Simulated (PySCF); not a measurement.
**Working out the ionisation energy of Cd**

Cd [Kr] 4d10 5s2 (1S) → Cd⁺ [Kr] 4d10 5s1 (2S). Computed with PySCF 2.14 in aug-cc-pVDZ-PP with ECP28MDF, with a scalar-relativistic core potential. Frozen: 4s2 4p6. Energies in hartree (1 hartree = 27.21139 eV):

```
             part   Cd (lower)  Cd⁺ (upper)
              UHF  -166.837873  -166.565887
MP2 opposite-spin    -0.247698    -0.207172
    MP2 same-spin    -0.136978    -0.123484
```

Q: What does Hartree-Fock give?

A: (-166.565887) − (-166.837873) = 0.271986 hartree = 7.401 eV.

Q: What do MP2 and SCS-MP2 (6/5 opposite-spin, 1/3 same-spin) give?

A: The opposite-spin parts differ by 1.103 eV and the same-spin parts by 0.367 eV. MP2: 7.401 + (1.103) + (0.367) = 8.871 eV. SCS-MP2: 7.401 + 1.2 × (1.103) + (0.367)/3 = 8.847 eV.

Measured between the centres of the two terms (NIST): 8.994 eV, so MP2 (valence) is off by -0.123 eV.

A double-zeta basis recovers only part of the correlation energy.

What remains against the reference includes basis incompleteness, the frozen core and correlation beyond second order.
